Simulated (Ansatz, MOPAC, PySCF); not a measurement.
Species: AlOCl (charge 0, singlet). SMILES: [Al](=[O])[Cl]
Geometry: optimised at B3LYP-D3(BJ)/def2-TZVP (Ansatz, a first-principles code).

Unscaled harmonic wavenumbers (cm⁻¹) in rising order, each level at the stationary point that it reaches from this structure (no distance between atoms moves by over 0.3 Å); the order of modes can differ between levels, and a negative number is imaginary. B3LYP-D3(BJ)/def2-TZVP (PySCF, at the structure above): 175, 175, 483, 1122.

PM7 (MOPAC): 217, 217, 665, 1210. Zero-point energy 3.3 against 2.8 kcal/mol; where all levels lie over 400 cm⁻¹, the wavenumbers are on average 1.227 times those of B3LYP-D3(BJ)/def2-TZVP.

HF/3-21G (Ansatz): 132, 132, 467, 1178. Zero-point energy 2.7 against 2.8 kcal/mol; where all levels lie over 400 cm⁻¹, the wavenumbers are on average 1.009 times those of B3LYP-D3(BJ)/def2-TZVP.

HF/6-31G* (Ansatz): 194, 194, 516, 1232. Zero-point energy 3.1 against 2.8 kcal/mol; where all levels lie over 400 cm⁻¹, the wavenumbers are on average 1.083 times those of B3LYP-D3(BJ)/def2-TZVP.

B3LYP/6-31G* (Ansatz): 161, 161, 478, 1120. Zero-point energy 2.7 against 2.8 kcal/mol; where all levels lie over 400 cm⁻¹, the wavenumbers are on average 0.994 times those of B3LYP-D3(BJ)/def2-TZVP.
